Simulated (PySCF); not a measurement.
Isomers C$_{8}$H$_{10}$:

A. `C=CC1=C(C=C)CC1`
B. `C#CC/C=C/C1CC1`
C. SMILES C=CC1=C[C@@H]1C1CC1
D. SMILES C=CCC1=CCC=C1
E. `C1=CCC(C2CC2)=C1`

Spectrum 1. 1H NMR (500 MHz, computed): δ 6.74 (m, 1H), 6.69 (m, 1H), 6.31 (t, 1H), 6.00 (m, 1H), 5.51 (m, 1H), 5.29 (m, 1H), 3.26 (d, 2H), 3.10 (m, 2H). 13C{1H} NMR (computed): δ 153.0 (C), 148.4 (CH), 142.5 (CH), 142.2 (CH), 135.0 (CH), 121.3 (CH2), 45.7 (CH2), 41.4 (CH2).

Spectrum 2. 1H NMR (500 MHz, computed): δ 7.41 (d, 1H), 7.06 (m, 1H), 6.08 (m, 1H), 6.04 (m, 1H), 0.87 (m, 1H), 0.51 (m, 1H), 0.46 (m, 1H), 0.27 (m, 1H), 0.25 (m, 1H), -0.10 (m, 1H). 13C{1H} NMR (computed): δ 133.5 (C), 133.3 (CH2), 131.8 (CH), 122.1 (CH), 27.2 (CH), 19.6 (CH), 5.9 (CH2), 5.6 (CH2).

Spectrum 3. 1H NMR (500 MHz, computed): δ 5.84 (m, 1H), 4.96 (m, 1H), 3.00 (m, 2H), 1.45 (t, 1H), 1.33 (m, 1H), 0.74 (m, 2H), 0.27 (m, 2H). 13C{1H} NMR (computed): δ 145.0 (CH), 130.9 (CH), 87.0 (C), 75.5 (CH), 26.6 (CH2), 18.6 (CH), 9.0 (CH2).

Spectrum 4. 1H NMR (500 MHz, computed): δ 6.72 (m, 1H), 6.37 (m, 1H), 5.97 (d, 1H), 3.15 (m, 2H), 1.44 (m, 1H), 1.05 (m, 2H), 0.58 (m, 2H). 13C{1H} NMR (computed): δ 164.5 (C), 140.6 (CH), 135.9 (CH), 125.0 (CH), 49.5 (CH2), 17.2 (CH2), 14.3 (CH).

Spectrum 5. 1H NMR (500 MHz, computed): δ 6.99 (m, 2H), 5.51 (m, 2H), 5.44 (m, 2H), 2.55 (s, 4H). 13C{1H} NMR (computed): δ 149.1 (C), 136.1 (CH), 121.8 (CH2), 25.8 (CH2).

Theoretical values (PySCF 2.14): geometry from GFN2-xTB, PBE0/pcSseg-1 with gauge-including orbitals. Rapidly exchanging positions averaged, one computed conformer, no relativistic terms, gas phase.

Chemical shifts δ = σref − σ; 1H (σref 31.72), 13C (σref 186.93) vs TMS, all at this level. Where no couplings were computed, multiplicities follow the n + 1 count of equivalent neighbours, and m marks all less simple cases (inequivalent or close neighbours, rings, F or P nearby). Shifts are as computed. Against solution values, carbons near 30 ppm lie about +3 ppm off and those near 130 ppm about +5 ppm. Of 1211 compounds with measured shifts, 218 miss one by over three times the rms of a fit or turn the order of signals round; such compounds aren't used in these exercises.

Problem. Match each spectrum to its structure.

Solution. 1–D, 2–C, 3–B, 4–E, 5–A.

- Spectrum 1 (D): 8 13C signals; δC 153.0 is a fully substituted alkene carbon; δC 148.4 is an alkene CH.
- Spectrum 2 (C): 8 13C signals; δC 133.5 is a fully substituted alkene carbon; δC 133.3 is a terminal =CH2 carbon.
- Spectrum 3 (B): 7 13C signals; δC 145.0 is an alkene CH; δC 130.9 is an alkene CH.
- Spectrum 4 (E): 7 13C signals; δC 164.5 is a fully substituted alkene carbon; δC 140.6 is an alkene CH.
- Spectrum 5 (A): 4 13C signals; δC 149.1 is a fully substituted alkene carbon; δC 136.1 is an alkene CH.
